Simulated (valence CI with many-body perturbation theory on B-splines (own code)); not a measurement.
Level structure of Hg LXVIII

Calculated by relativistic CI+MBPT: three valence electrons over a frozen Dirac-Fock core [Ne], a basis of 11 s, 11 p, 10 d, 8 f, 5 g, 2 h functions for each j, with the one-electron correlation potential Σ1, the two-electron term Σ2, the three-electron term Σ3, Breit, model QED; selected CI, second order for the rest, scaled by the run's own slope (own B-spline code, finite nucleus).

The last digits are not significant, and no measured levels were compared; by estimate large intervals hold to a few tenths of a per cent, small ones and those within an open d or f shell to about a per cent.

Levels 91 to 135 of 157, with energies above the lowest level, (3s^2 3p1/2) J=1/2. "Leading %" is the weight of the configuration and term that name the level; weights of strongly mixed levels are sums over their largest components and can fall short, so below about 35 % the name and the second component can differ from the true leading terms, or belong to a minority configuration. In the jj column 3d3/2^4 stands for four electrons in 3d with j = 3/2. Lifetimes count E1, E2, E3, M1 and M2 decay at the calculated energies, and are blank where another channel may lead or the interval is too uncertain; long ones can be off by a factor of two.

| No. | Configuration | Term | J | E (× 10³ cm⁻¹) | Leading % | Lifetime | Leading jj |
| --- | --- | --- | --- | --- | --- | --- | --- |
| 91 | 3p²3d | ⁴D | 5/2 | 17880 | 27 | 96.0 fs | 3p3/2^2 3d3/2 (97 %) |
| 92 | 3p²3d | ⁴P | 1/2 | 17895 | 48 | 91.8 fs | 3p3/2^2 3d3/2 (98 %) |
| 93 | 3p²3d | ²F | 7/2 | 17906 | 44 | 99.9 fs | 3p3/2^2 3d3/2 (99 %) |
| 94 | 3p²3d | ²D | 3/2 | 18084 | 69 | 97.7 fs | 3p3/2^2 3d3/2 (98 %) |
| 95 | 3p²3d | ⁴F | 9/2 | 18651 | 64 | 142 fs | 3p3/2^2 3d5/2 (100 %) |
| 96 | 3p²3d | ²F | 7/2 | 18652 | 51 | 136 fs | 3p3/2^2 3d5/2 (99 %) |
| 97 | 3p²3d | ²P | 1/2 | 18773 | 58 | 125 fs | 3p3/2^2 3d5/2 (98 %) |
| 98 | 3p²3d | ²D | 5/2 | 18929 | 75 | 135 fs | 3p3/2^2 3d5/2 (100 %) |
| 99 | 3p²3d | ²P | 3/2 | 19021 | 45 | 121 fs | 3p3/2^2 3d5/2 (98 %) |
| 100 | 3p²3d | ²D | 5/2 | 19051 | 52 | 123 fs | 3p3/2^2 3d5/2 (97 %) |
| 101 | 3p3d² | ⁴F° | 3/2 | 19670 | 30 | 99.6 fs | 3p3/2 3d3/2^2 (99 %) |
| 102 | 3p3d² | ⁴F° | 5/2 | 19735 | 35 | 104 fs | 3p3/2 3d3/2^2 (97 %) |
| 103 | 3p3d² | ²G° | 7/2 | 19745 | 34 | 108 fs | 3p3/2 3d3/2^2 (98 %) |
| 104 | 3p3d² | ⁴D° | 1/2 | 19745 | 72 | 98.6 fs | 3p3/2 3d3/2^2 (99 %) |
| 105 | 3p3d² | ²P° | 3/2 | 19977 | 33 | 99.7 fs | 3p3/2 3d3/2^2 (96 %) |
| 106 | 3p3d² | ⁴G° | 9/2 | 20467 | 58 | 158 fs | 3p3/2 3d3/2 3d5/2 (100 %) |
| 107 | 3p3d² | ⁴F° | 7/2 | 20516 | 32 | 149 fs | 3p3/2 3d3/2 3d5/2 (100 %) |
| 108 | 3p3d² | ²H° | 11/2 | 20612 | 64 | 177 fs | 3p3/2 3d3/2 3d5/2 (97 %) |
| 109 | 3p3d² | ⁴P° | 5/2 | 20626 | 48 | 145 fs | 3p3/2 3d3/2 3d5/2 (99 %) |
| 110 | 3p3d² | ²S° | 1/2 | 20635 | 43 | 137 fs | 3p3/2 3d3/2 3d5/2 (99 %) |
| 111 | 3p3d² | ⁴D° | 3/2 | 20639 | 46 | 137 fs | 3p3/2 3d3/2 3d5/2 (99 %) |
| 112 | 3p3d² | ²F° | 5/2 | 20643 | 45 | 142 fs | 3p3/2 3d3/2 3d5/2 (100 %) |
| 113 | 3p3d² | ²G° | 7/2 | 20689 | 38 | 152 fs | 3p3/2 3d3/2 3d5/2 (99 %) |
| 114 | 3p3d² | ²G° | 7/2 | 20795 | 39 | 143 fs | 3p3/2 3d3/2 3d5/2 (96 %) |
| 115 | 3p3d² | ²D° | 5/2 | 20817 | 54 | 137 fs | 3p3/2 3d3/2 3d5/2 (96 %) |
| 116 | 3p3d² | ²P° | 3/2 | 20846 | 38 | 132 fs | 3p3/2 3d3/2 3d5/2 (97 %) |
| 117 | 3p3d² | ²G° | 9/2 | 20851 | 73 | 151 fs | 3p3/2 3d3/2 3d5/2 (99 %) |
| 118 | 3p3d² | ²D° | 3/2 | 20932 | 54 | 136 fs | 3p3/2 3d3/2 3d5/2 (97 %) |
| 119 | 3p3d² | ²F° | 5/2 | 20978 | 68 | 139 fs | 3p3/2 3d3/2 3d5/2 (98 %) |
| 120 | 3p3d² | ²P° | 1/2 | 21022 | 76 | 134 fs | 3p3/2 3d3/2 3d5/2 (97 %) |
| 121 | 3p3d² | ⁴G° | 11/2 | 21412 | 64 | 291 fs | 3p3/2 3d5/2^2 (97 %) |
| 122 | 3p3d² | ²D° | 5/2 | 21514 | 48 | 245 fs | 3p3/2 3d5/2^2 (98 %) |
| 123 | 3p3d² | ²F° | 7/2 | 21531 | 50 | 262 fs | 3p3/2 3d5/2^2 (98 %) |
| 124 | 3p3d² | ⁴F° | 9/2 | 21558 | 53 | 244 fs | 3p3/2 3d5/2^2 (99 %) |
| 125 | 3d³ | ⁴F | 3/2 | 21691 | 42 | 105 fs | 3d3/2^3 (99 %) |
| 126 | 3p3d² | ²P° | 1/2 | 21700 | 68 | 220 fs | 3p3/2 3d5/2^2 (98 %) |
| 127 | 3p3d² | ²F° | 7/2 | 21833 | 53 | 215 fs | 3p3/2 3d5/2^2 (98 %) |
| 128 | 3p3d² | ²P° | 3/2 | 21860 | 69 | 238 fs | 3p3/2 3d5/2^2 (99 %) |
| 129 | 3p3d² | ²D° | 5/2 | 21862 | 61 | 213 fs | 3p3/2 3d5/2^2 (99 %) |
| 130 | 3p3d² | ²P° | 3/2 | 21995 | 52 | 203 fs | 3p3/2 3d5/2^2 (97 %) |
| 131 | 3d³ | ⁴F | 5/2 | 22543 | 80 | 151 fs | 3d3/2^2 3d5/2 (99 %) |
| 132 | 3d³ | ⁴P | 3/2 | 22607 | 38 | 147 fs | 3d3/2^2 3d5/2 (99 %) |
| 133 | 3d³ | ²H | 9/2 | 22623 | 49 | 167 fs | 3d3/2^2 3d5/2 (100 %) |
| 134 | 3d³ | ²G | 7/2 | 22636 | 51 | 159 fs | 3d3/2^2 3d5/2 (98 %) |
| 135 | 3d³ | ⁴P | 1/2 | 22663 | 57 | 144 fs | 3d3/2^2 3d5/2 (100 %) |

Where two levels of one J and parity lie close, their mixing, g and order are uncertain.
